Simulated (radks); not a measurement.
The numbers below are computed, except where a source is named.
Species: Gd4+. Configuration: [Xe] 4f6 (the NIST ground configuration). Level of theory: Dirac Kohn-Sham, LDA (Slater exchange, Perdew-Zunger correlation), spin-unpolarised, spherical densities, point nucleus; open shells fill j = l - 1/2 first (a radial shooting solver on a logarithmic mesh with Libxc functionals).

Spin-orbit splittings of the eigenvalues, e(l+1/2) - e(l-1/2), with zeta = 2 splitting/(2l+1) and mean radii in bohr:

shell  occ.  splitting (eV)  zeta (eV)  <r> j=l-1/2  <r> j=l+1/2
2p        6           695.0      463.3      0.07749      0.08433
3p        6           142.5      94.98       0.2338       0.2469
3d       10           31.06      12.43       0.2189       0.2229
4p        6           32.06      21.37       0.5637       0.5932
4d       10           5.826      2.331       0.6271       0.6373
4f        6          0.8243     0.2355       0.7977       0.8060
5p        6               ?          ?        1.419        1.496

Estimate the 5p splitting.

Answer. 5.040 eV (zeta = 3.360 eV).
